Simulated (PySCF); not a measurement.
**`InChI=1S/C6H9OP/c1-5-4-8(5,7)6-2-3-6/h4,6H,2-3H2,1H3/t8-/m1/s1`**

Molfile (atoms numbered from 1):
```
C6H9OP
     RDKit          3D

 17 18  0  0  0  0  0  0  0  0999 V2000
    2.9318    0.7432    0.2052 C   0  0  0  0  0  0  0  0  0  0  0  0
    1.7718   -0.1571    0.1002 C   0  0  0  0  0  0  0  0  0  0  0  0
    1.4407   -1.3523   -0.4233 C   0  0  0  0  0  0  0  0  0  0  0  0
    0.0990   -0.6527    0.5449 P   0  0  1  0  0  5  0  0  0  0  0  0
   -0.3310   -1.1298    1.8654 O   0  0  0  0  0  0  0  0  0  0  0  0
   -1.1782    0.1275   -0.4763 C   0  0  0  0  0  0  0  0  0  0  0  0
   -2.5487   -0.4756   -0.3563 C   0  0  0  0  0  0  0  0  0  0  0  0
   -2.2623    0.8403    0.2777 C   0  0  0  0  0  0  0  0  0  0  0  0
    3.1204    0.9864    1.2505 H   0  0  0  0  0  0  0  0  0  0  0  0
    2.7306    1.6769   -0.3205 H   0  0  0  0  0  0  0  0  0  0  0  0
    3.8178    0.2751   -0.2225 H   0  0  0  0  0  0  0  0  0  0  0  0
    1.9162   -2.1353   -0.9802 H   0  0  0  0  0  0  0  0  0  0  0  0
   -0.8373    0.5071   -1.4282 H   0  0  0  0  0  0  0  0  0  0  0  0
   -2.6554   -1.3299    0.2965 H   0  0  0  0  0  0  0  0  0  0  0  0
   -3.1665   -0.5112   -1.2413 H   0  0  0  0  0  0  0  0  0  0  0  0
   -2.6786    1.7367   -0.1572 H   0  0  0  0  0  0  0  0  0  0  0  0
   -2.1773    0.8628    1.3545 H   0  0  0  0  0  0  0  0  0  0  0  0
  1  2  1  0
  2  3  2  0
  3  4  1  0
  4  5  2  0
  4  6  1  6
  6  7  1  0
  7  8  1  0
  4  2  1  0
  8  6  1  0
  1  9  1  0
  1 10  1  0
  1 11  1  0
  3 12  1  0
  6 13  1  0
  7 14  1  0
  7 15  1  0
  8 16  1  0
  8 17  1  0
M  END
```

Method: GIAO B97-2/pcSseg-1 magnetisability, rotational g tensor and spin-rotation constants, non-relativistic, gas phase (PySCF). Geometry: GFN2-xTB.

**Question.** What are the magnetisability and the molar susceptibility?

**Answer.** Isotropic -1372 × 10⁻³⁰ J/T², or -82.6 × 10⁻⁶ cm³/mol; principal values -1661, -1269, -1187 × 10⁻³⁰ J/T², anisotropy 439 × 10⁻³⁰ J/T² (root of half the summed squared differences of the principal values). The susceptibility is in cgs units.

**Question.** Split it along the inertial axes a, b, c into diamagnetic and paramagnetic parts about the centre of mass, with the quadrupole moment.

**Answer.** 
| axis | χ (10⁻⁶ cm³/mol) | diamagnetic (10⁻⁶ cm³/mol) | paramagnetic (10⁻⁶ cm³/mol) | summed x² of all electrons (Å²) | quadrupole Θ (D Å) |
| --- | --- | --- | --- | --- | --- |
| a | -76.6 | -465.7 | 389.1 | 237.0 | +8.83 |
| b | -95.4 | -1200.0 | 1104.6 | 64.0 | -8.69 |
| c | -76.0 | -1277.0 | 1201.0 | 45.8 | -0.14 |

Anisotropies 2χaa − χbb − χcc = +18.3 and 2χbb − χaa − χcc = -38.2 × 10⁻⁶ cm³/mol. Θ is traceless in Buckingham's convention.

**Question.** And the rotational g tensor?

**Answer.** 
```
axis  rotational constant (GHz)        g  nuclear part  electronic part
   a                     3.4529  -0.0379        0.5933          -0.6312
   b                     1.1353  +0.0031        0.5923          -0.5892
   c                     1.0518  -0.0092        0.5843          -0.5935
```
Asymmetric top; isotopes 12C, 1H, 16O, 31P; no vibrational averaging.
